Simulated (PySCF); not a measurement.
**Badger's rule along the second period: bonds to Si**

PBE0 in PySCF with def2-TZVPP on every atom, for the lowest determinant that a PBE0 search found; no spin–orbit coupling. Badger's rule says that Re = d + c·k^(−1/3) for bonds between atoms of fixed rows.

| molecule | state (unpaired electrons) | Re (Å) | k (mdyn/Å) |
| --- | --- | --- | --- |
| SiO | singlet (closed shell) | 1.508 | 9.73 |
| SiB | quartet (σ ↑, π ↑↑) | 1.904 | ? |
| BeSi | triplet (π ↑↑) | 2.122 | ? |
| LiSi | quartet (σ ↑, π ↑↑) | 2.363 | 0.682 |

Q: Fix c and d from SiO and LiSi.

A: c = (2.363 − 1.508)/(0.682^(−1/3) − 9.73^(−1/3)) = 1.281, d = 1.508 − c·9.73^(−1/3) = 0.908 Å.

Q: Predict k of the others and set the computed values beside them.

A: 

```json
{"molecule": "SiB", "k by the rule": "2.13", "k computed": "2.77", "difference (%)": "-23"}
{"molecule": "BeSi", "k by the rule": "1.17", "k computed": "1.33", "difference (%)": "-12"}
```

The rule misses by 18 % on average; it knows nothing of spin state or of how ionic a bond is, and both change along this series.

States were picked by a PBE0 search and need not be the measured ground states.
